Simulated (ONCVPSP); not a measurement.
# phosphorus (P): one change to an ONCV potential, before and after

* Element: phosphorus (P)
* Generator: ONCVPSP 4.0.1
* Type: optimised norm-conserving Vanderbilt (ONCV)
* Functional: LDA (Perdew-Zunger)
* Relativity: scalar-relativistic
* Frozen core: [Ne]
* Valence charge: 5
* Reference configuration: 3s1 3p4
* Partial waves: 3s: rc 1.35 bohr, ncon 4, nbas 8, qcut 3.9 1/bohr, 2 projectors, debl 1.9 Ha; 3p: rc 1.60 bohr, ncon 4, nbas 7, qcut 4.9 1/bohr, 3 projectors, debl 3.6 Ha; d scattering state at 0.19 Ha: rc 1.65 bohr, ncon 5, nbas 9, qcut 6.8 1/bohr, 2 projectors, debl 0.7 Ha
* Local potential: polynomial inside 0.95 bohr (lpopt 5, dvloc0 0 Ha)
* Core correction: Teter function, fcfact 3, rcfact 1.45

Change: core correction Teter function, fcfact 3.5, rcfact 1.45.

Cutoffs: the cutoffs (Ha) at which the residual kinetic energy of the hardest occupied pseudo-wave falls to 1 and 0.1 mHa per electron; they do not see the model core or the augmentation charge, which bear on the density cutoff. Errors are all-electron minus pseudo energies relative to the spin-unpolarised reference configuration.

**Question.** Predict the effect on cutoff, ghosts and configuration errors.

**Answer.** The potential gets neither clearly harder nor softer (17 Ha and 45 Ha → 17 Ha and 45 Ha); the errors of the 4 common tests hardly move; neither file shows a bound ghost. A model core, the more so a compact one, raises the density cutoff, which this test does not measure.

| quantity | base | changed |
| --- | --- | --- |
| cutoff, loose | 17 Ha | 17 Ha |
| cutoff, tight | 45 Ha | 45 Ha |
| bound ghosts | none | none |
| GHOST(+) flags under 300 eV | s at 104.7 eV | s at 104.7 eV |
| error for 3s2 3p3, meV [ΔE -8.50 eV] | -0.2 | -0.4 |
| error for 3s2 3p2, meV [ΔE 1.32 eV] | +0.2 | +0.1 |
| error for 3s2 3p1, meV [ΔE 20.57 eV] | +10 | +9.3 |
| error for 3s2 3p0, meV [ΔE 50.47 eV] | +49 | +43 |
| s: phases at 1.37 bohr within 0.05 rad from the reference energy up to (Ha; the scan ends near 5) | 3.5 | 3.5 |
| p: phases at 1.62 bohr within 0.05 rad from the reference energy up to (Ha; the scan ends near 5) | to the end of the scan | to the end of the scan |
| d: phases at 1.68 bohr within 0.05 rad from the reference energy up to (Ha; the scan ends near 5) | to the end of the scan | to the end of the scan |
| rms error of d²Exc/dni dnj with the model core, mHa | 0.74 | 0.40 |

Base: The cutoffs count occupied waves only; projector 2 of the s channel, the hardest unoccupied one, needs 109 Ha at the loose tolerance. Changed file: The cutoffs count occupied waves only; projector 2 of the s channel, the hardest unoccupied one, needs 109 Ha at the loose tolerance.
